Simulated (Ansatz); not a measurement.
Cost and result for the atomization energy of C$_{3}$H$_{6}$OSi (`[SiH3]OC1=CC1`) (11 atoms, 11 bonds).

Z-matrix (Å, degrees):
```
Si
O 1 1.672
H 1 1.478 2 104.4
H 1 1.483 2 110.2 3 119.3
H 1 1.483 2 110.2 3 -119.3
C 2 1.324 1 121.2 3 -180.0
C 6 1.481 2 144.1 1 0.0
C 6 1.285 2 149.2 1 -180.0
H 7 1.093 6 120.2 2 -75.1
H 7 1.093 6 120.2 2 75.1
H 8 1.074 6 153.2 2 -0.0
```

Charge 0, multiplicity 1. Geometry: relaxed with PBE0-D4/def2-TZVP. It is one conformer, not always the lowest. Program: Ansatz. All runs use 4 threads of an Arm Neoverse V1 on a shared host. Times are those of one run each, without the atoms' runs, and a repeat can differ threefold. Electronic energies, without spin–orbit coupling; frozen cores. CCSD(T)/CBS adds CCSD(T) − MP2 in def2-TZVPP to the MP2 limit, and its time is that of the two runs behind it. T1 = 0.012. B3LYP takes the VWN-RPA correlation (the form of Gaussian; ORCA's B3LYP/G).

CCSD(T)/CBS is a level of theory with its own doubt, some kJ/mol a heavy atom from the limit and from the frozen cores, so smaller differences don't rank the functionals.

```json
{"level": "PBE-D4/def2-TZVPP (with forces)", "functions": "250", "wall time": "2.9 s", "atomization (kJ/mol)": "4347.4", "difference from CCSD(T)/CBS": "109.3", "per bond": "9.9"}
{"level": "B2PLYP/def2-TZVPP", "functions": "250", "wall time": "5.5 s", "atomization (kJ/mol)": "4201.4", "difference from CCSD(T)/CBS": "-36.7", "per bond": "-3.3"}
{"level": "PBE0-D4/def2-TZVPP", "functions": "250", "wall time": "7 s", "atomization (kJ/mol)": "4263.2", "difference from CCSD(T)/CBS": "25.1", "per bond": "2.3"}
{"level": "r2SCAN-D4/def2-TZVPP (with forces)", "functions": "250", "wall time": "8.5 s", "atomization (kJ/mol)": "4259.9", "difference from CCSD(T)/CBS": "21.8", "per bond": "2.0"}
{"level": "B3LYP-D4/def2-TZVPP (with forces)", "functions": "250", "wall time": "9.5 s", "atomization (kJ/mol)": "4242.0", "difference from CCSD(T)/CBS": "3.9", "per bond": "0.4"}
{"level": "ωB97X-V/def2-TZVPP", "functions": "250", "wall time": "10 s", "atomization (kJ/mol)": "4258.9", "difference from CCSD(T)/CBS": "20.8", "per bond": "1.9"}
{"level": "ωB97M-V/def2-TZVPP (with forces)", "functions": "250", "wall time": "11 s", "atomization (kJ/mol)": "4256.4", "difference from CCSD(T)/CBS": "18.3", "per bond": "1.7"}
{"level": "MP2/def2-QZVPP", "functions": "478", "wall time": "19 s", "atomization (kJ/mol)": "4281.2", "difference from CCSD(T)/CBS": "43.1", "per bond": "3.9"}
{"level": "CCSD(T)/def2-TZVPP", "functions": "250", "wall time": "2 min", "atomization (kJ/mol)": "4127.4", "difference from CCSD(T)/CBS": "-110.7", "per bond": "-10.1"}
{"level": "CCSD(T)/CBS(def2)", "functions": "–", "wall time": "2.3 min", "atomization (kJ/mol)": "4238.1", "difference from CCSD(T)/CBS": "0.0", "per bond": "0.0"}
```

In def2-TZVPP, CCSD(T) changes the Hartree–Fock value by +1068.3 kJ/mol (the triples alone add +69.9 kJ/mol) and MP2 by +1156.2 kJ/mol; breaking electron pairs costs correlation energy, which Hartree–Fock lacks. The D4 term adds +34.1 kJ/mol with B3LYP and +17.9 kJ/mol with PBE0; it sums over pairs of atoms, weighted by their polarisabilities, and B3LYP, whose exchange is more repulsive, gets the larger term. From PBE to PBE0 (25 % exact exchange), in def2-TZVPP and without D4, the atomization energy moves by −80.9 kJ/mol: exact exchange takes away binding that semilocal exchange gives to molecules.
